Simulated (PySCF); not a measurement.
**Mayer bond orders and bond lengths**

C7H13NSi2.
Numbering: `[CH:1]#[C:2][CH2:3][C@@:4]([CH3:5])([C:6]#[CH:7])[N:8]([SiH3:9])[SiH3:10]` (hydrogens: H11 on C1; H12, H13 on C3; H14, H15, H16 on C5; H17 on C7; H18, H19, H20 on Si9; H21, H22, H23 on Si10)

Cartesian coordinates in Å at the GFN2-xTB level; atoms count from 1:
```
atom  x, y, z in Å
C1     2.088    1.899    1.336
C2     1.749    1.337    0.336
C3     1.309    0.631   -0.846
C4     0.254   -0.445   -0.490
C5    -0.163   -1.199   -1.763
C6     0.931   -1.401    0.380
C7     1.569   -2.184    1.023
N8    -0.919    0.131    0.159
Si9   -1.617    1.589   -0.477
Si10  -1.483   -0.633    1.615
H11    2.399    2.402    2.202
H12    2.168    0.138   -1.312
H13    0.883    1.340   -1.560
H14   -0.590   -0.509   -2.487
H15   -0.912   -1.944   -1.507
H16    0.695   -1.700   -2.208
H17    2.098   -2.872    1.612
H18   -1.629    1.533   -1.947
H19   -2.990    1.648    0.003
H20   -0.861    2.773   -0.056
H21   -1.646   -2.069    1.370
H22   -2.782   -0.033    1.903
H23   -0.556   -0.403    2.725
```

Bond orders from the PBE0/pcSseg-1 density (PySCF). Isolated species at its GFN2-xTB geometry (one conformer only).

Task: Where do the orders between heavy atoms depart from those drawn in the SMILES?

Result: The largest departure is 0.480, at C6–C7 (drawn triple, 2.520). Drawn double or triple, more than 0.30 short of the drawn order: C1–C2 (2.538) and C6–C7 (2.520).

Task: Set the Mayer orders of the bonds beside their lengths.

Result: 
```
    bond  drawn as  length (Å)  Mayer order
   C1–C2    triple       1.196        2.538
   C2–C3    single       1.446        1.107
   C3–C4    single       1.548        1.028
   C4–C5    single       1.537        1.049
   C4–C6    single       1.459        0.926
   C6–C7    triple       1.197        2.520
   C4–N8    single       1.459        0.886
  N8–Si9    single       1.736        0.913
 N8–Si10    single       1.739        0.893
  C1–H11    single       1.049        1.157
  C3–H12    single       1.095        0.903
  C3–H13    single       1.093        0.893
  C5–H14    single       1.087        0.944
  C5–H15    single       1.088        0.957
  C5–H16    single       1.088        0.952
  C7–H17    single       1.049        1.153
 Si9–H18    single       1.470        0.922
 Si9–H19    single       1.457        0.955
 Si9–H20    single       1.467        0.925
Si10–H21    single       1.466        0.933
Si10–H22    single       1.459        0.936
Si10–H23    single       1.464        0.933
```

Bonds between the same two heavy elements. C–C: lowest C4–C6 (0.926, 1.459 Å), highest C1–C2 (2.538, 1.196 Å); in 2 of the 15 pairs the longer bond (by over 0.003 Å) has the higher order (by 0.02 or more). N–Si: lowest N8–Si10 (0.893, 1.739 Å), highest N8–Si9 (0.913, 1.736 Å).

Task: Sum the orders of all bonds at each heavy atom with more than one neighbour and set the sums beside the valence in the SMILES.

Result: C1 3.695 (drawn 4), C2 3.645 (drawn 4), C3 3.931 (drawn 4), C4 3.889 (drawn 4), C5 3.902 (drawn 4), C6 3.446 (drawn 4), C7 3.673 (drawn 4), N8 2.692 (drawn 3), Si9 3.715 (drawn 4), Si10 3.695 (drawn 4). Orders between atoms that aren't bonded are not in these sums.

The Mayer order sums products of elements of PS (density times overlap matrix) between the two atoms' basis functions, so it depends on the basis set.
